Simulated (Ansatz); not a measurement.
C₂H₇BOS, SMILES `COB(C)S`, one more setting.

```yaml
crystal:
  periodic: [false, false, false]
  atoms:
    - {symbol: C, position_ang: [-2.017242, 0.135799, 0.250004]}
    - {symbol: O, position_ang: [-0.919001, -0.492359, 0.342272]}
    - {symbol: B, position_ang: [0.481923, -0.048811, -0.047558]}
    - {symbol: C, position_ang: [1.547299, -0.927500, 0.221449]}
    - {symbol: S, position_ang: [0.487945, 1.529321, -0.887749]}
    - {symbol: H, position_ang: [-2.935461, -0.418665, 0.666890]}
    - {symbol: H, position_ang: [-2.002773, 1.141338, 0.941016]}
    - {symbol: H, position_ang: [-2.262323, 0.570997, -0.849399]}
    - {symbol: H, position_ang: [2.040962, -1.136444, -0.988541]}
    - {symbol: H, position_ang: [2.366556, -0.419737, 0.903572]}
    - {symbol: H, position_ang: [1.315192, -1.845195, 0.624407]}
    - {symbol: H, position_ang: [1.816262, 1.553564, -0.918527]}
basis:
  gaussian: {orbitals: def2-TZVP}
hamiltonian: {xc: {name: BLYP}}
```

```sh
$ ansatz run in.yaml --threads 4 --pin off --events-out ev --progress --plain --max-ram 10444MiB
```

Shortened log:

```
Functional definition: BLYP
1249 factors; their error is unknown
mean field evaluation 1: about -15728.2538 eV, gradient 9.2e1 eV
mean field evaluation 2: about -15580.5604 eV, gradient 2.2e2 eV
mean field evaluation 4: about -15746.7597 eV, gradient 1.1e1 eV
mean field evaluation 8: about -15747.0456 eV, gradient 2.2e-1 eV
mean field evaluation 16: about -15747.0156 eV, gradient 3.8e-4 eV
mean field -15747.01563961 eV, -578.6921510451 hartree, gradient 3.0e-5 eV, S^2 0.000000; 0 other end points of the search recorded, 0 dependent functions left out
reference -15747.01603518 eV, -578.6921655819 hartree; 24, 24 occupied and 179, 179 virtual orbitals, 1249 factors
Total energy: -15747.01603518 eV, -578.6921655819 hartree
```

Hardware: 4 threads of an AMD EPYC 9B14 on a shared host. Wall time 1.2 s, peak host memory 0.26 GiB.
